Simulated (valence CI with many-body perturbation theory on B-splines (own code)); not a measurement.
**E1 transitions of Cu XXIII**

Computed by valence CI with perturbative core correlation (CI+MBPT): five valence electrons over a frozen Dirac-Fock core [He], a basis of 9 s, 9 p, 8 d, 6 f, 3 g, 1 h functions for each j, with the one-electron correlation potential Σ1 (screened to all orders), the two-electron term Σ2, the three-electron term Σ3, Breit, model QED; selected single and double excitations, second order for the rest (own B-spline code, finite nucleus).

No measured spectrum was set against this ion. As an estimate, levels of excited configurations hold to 0.05 to 0.15 % of their energy, terms of the ground configuration to about 0.5 %. Among the levels kept, up to 2100 cm⁻¹ of a level comes from second order outside the variational space, and about a tenth of that is noise between levels of different J, which matters for small intervals.

Lines 51 to 100 of 284 in falling wavelength, among levels below 1283.8 eV, chosen from the strongest by gf and those to the six lowest levels. Wavelengths and rates use the calculated energies, so an error of 800 cm⁻¹ moves a line at 324.3 Å by 0.26 % and its rate by three times that or more. Electric multipoles are in the length gauge, E1 and E2 with the static RPA response of the core. Weak lines are less certain than strong ones. Lines between different terms over intervals too small for the method are left out, as are lines whose strength nearly cancels. The highest levels of a list are the least certain.

Names give the largest LS component (configuration and term), which can be under half, so a name can repeat, a term be missing and a line seem to break the LS rules; names also repeat where a configuration has a term twice. Letters in brackets count levels of one name in rising energy.

```csv
λ vac (Å),Upper,Lower,A (s⁻¹),S (a.u.)
324.3,2s2 2p2 3p 4S°_3/2,2s2 2p2 3s 4P_5/2,3.58e+09,2.41e-01
318.2,2s2 2p2 3p 2P°_3/2 [c],2s2 2p2 3s 2S_1/2,4.27e+09,2.71e-01
317.3,2s2 2p2 3d 2P_3/2 [a],2s2 2p2 3p 4D°_3/2 [b],1.14e+09,7.17e-02
314.6,2s2 2p2 3d 4D_3/2,2s2 2p2 3p 4P°_1/2,2.50e+09,1.54e-01
314.6,2s2 2p2 3d 4P_3/2,2s2 2p2 3p 4S°_3/2,2.32e+09,1.43e-01
311.8,2s2 2p2 3p 2F°_5/2,2s2 2p2 3s 2P_3/2,3.41e+09,3.07e-01
311.7,2s2 2p2 3d 2D_3/2 [b],2s2 2p2 3p 2D°_3/2 [b],2.12e+09,1.27e-01
311.3,2s2 2p2 3d 2F_7/2 [a],2s2 2p2 3p 2D°_5/2 [a],2.74e+09,3.27e-01
308.6,2s2 2p2 3d 2F_7/2 [c],2s2 2p2 3p 2D°_5/2 [c],3.41e+09,3.96e-01
308.6,2s2 2p2 3d 2D_5/2 [b],2s2 2p2 3p 2D°_3/2 [b],1.43e+09,1.25e-01
308.0,2s2 2p2 3d 4F_5/2 [b],2s2 2p2 3p 4D°_3/2 [b],3.09e+09,2.68e-01
307.8,2s2 2p2 3p 2D°_3/2 [a],2s2 2p2 3s 4P_3/2,1.53e+09,8.82e-02
306.6,2s2 2p2 3d 4P_1/2,2s2 2p2 3p 4S°_3/2,3.28e+09,9.32e-02
298.5,2s2 2p2 3d 2D_5/2 [a],2s2 2p2 3p 2P°_3/2 [a],3.61e+09,2.85e-01
297.6,2s2 2p2 3d 4F_3/2,2s2 2p2 3p 4D°_1/2,4.05e+09,2.11e-01
295.8,2s2 2p2 3d 2F_7/2 [c],2s2 2p2 3p 2F°_7/2,8.64e+08,8.83e-02
289.5,2s2 2p2 3d 2P_3/2 [a],2s2 2p2 3p 2S°_1/2,2.58e+09,1.24e-01
284.7,2s2 2p2 3p 2F°_5/2,2s2 2p2 3s 4P_5/2,1.68e+09,1.15e-01
281.2,2s2 2p2 3p 2P°_1/2 [a],2s2 2p2 3s 2P_3/2,4.09e+09,8.97e-02
280.7,2s2 2p2 3d 4D_1/2,2s2 2p2 3p 2S°_1/2,3.36e+09,7.33e-02
278.3,2s2 2p2 3p 2P°_3/2 [a],2s2 2p2 3s 2P_1/2,2.20e+09,9.36e-02
278.0,2s2 2p2 3d 2P_3/2 [b],2s2 2p2 3p 2P°_1/2 [b],1.25e+09,5.29e-02
272.4,2s2 2p2 3d 4D_5/2,2s2 2p2 3p 2D°_5/2 [a],2.20e+09,1.32e-01
269.9,2s 2p3 3p 4P_5/2,2s 2p3 3s 6S°_5/2,9.70e+08,5.65e-02
268.9,2s 2p3 3s 4S°_3/2,2s2 2p2 3s 2D_3/2,2.05e+09,7.88e-02
262.8,2s2 2p2 3d 2S_1/2,2s2 2p2 3p 2D°_3/2 [b],2.35e+09,4.21e-02
262.7,2s2 2p2 3d 4P_3/2,2s2 2p2 3p 2D°_5/2 [a],1.56e+09,5.60e-02
251.9,2s2 2p2 3d 2D_5/2 [c],2s2 2p2 3p 2D°_5/2 [b],2.04e+09,9.65e-02
248.9,2s2 2p2 3p 2P°_3/2 [b],2s2 2p2 3s 2D_3/2,4.89e+09,1.49e-01
247.1,2s2 2p2 3d 2D_3/2 [a],2s2 2p2 3p 2D°_3/2 [a],1.99e+09,5.93e-02
243.8,2s2 2p2 3p 2P°_1/2 [a],2s2 2p2 3s 2P_1/2,3.14e+09,4.50e-02
239.2,2s2 2p2 3p 2P°_3/2 [b],2s2 2p2 3s 2D_5/2,2.83e+09,7.66e-02
221.2,2s2 2p2 3p 2P°_3/2 [c],2s2 2p2 3s 2D_3/2,1.93e+09,4.12e-02
214.3,2s2 2p2 3p 2D°_5/2 [c],2s2 2p2 3s 2P_3/2,2.03e+09,5.91e-02
211.7,2s2 2p2 3p 2P°_1/2 [b],2s2 2p2 3s 2P_3/2,3.55e+09,3.33e-02
192.8,2s 2p3 3p 4P_5/2,2s2 2p2 3p 4S°_3/2,1.85e+09,3.93e-02
177.3,2s 2p4 4P_3/2,2s2 2p3 2P°_3/2,2.74e+08,3.02e-03
151.6,2s 2p3 3s 4D°_7/2,2s2 2p2 3s 2D_5/2,2.67e+09,3.68e-02
149.2,2s 2p4 4P_5/2,2s2 2p3 2D°_5/2,5.02e+08,4.94e-03
141.2,2s 2p4 4P_1/2,2s2 2p3 2P°_1/2,6.96e+08,1.93e-03
137.1,2s 2p4 4P_5/2,2s2 2p3 2D°_3/2,1.61e+09,1.23e-02
128.1,2s 2p4 4P_3/2,2s2 2p3 2D°_5/2,1.81e+08,7.49e-04
124.6,2s 2p4 2D_3/2,2s2 2p3 2P°_3/2,4.21e+08,1.61e-03
120.2,2p5 2P°_3/2,2s 2p4 2P_3/2,3.02e+10,1.04e-01
119.4,2s 2p4 2D_5/2,2s2 2p3 2P°_3/2,6.44e+09,3.25e-02
119.0,2s 2p4 4P_3/2,2s2 2p3 2D°_3/2,2.51e+08,8.36e-04
118.1,2p5 2P°_1/2,2s 2p4 2P_1/2,3.39e+10,5.51e-02
117.7,2s 2p3 3s 4D°_7/2,2s2 2p2 3s 4P_5/2,1.13e+10,7.30e-02
116.1,2s 2p3 3s 4D°_5/2,2s2 2p2 3s 4P_3/2,1.72e+10,7.99e-02
115.5,2s 2p4 4P_1/2,2s2 2p3 2D°_3/2,8.75e+08,1.33e-03
```
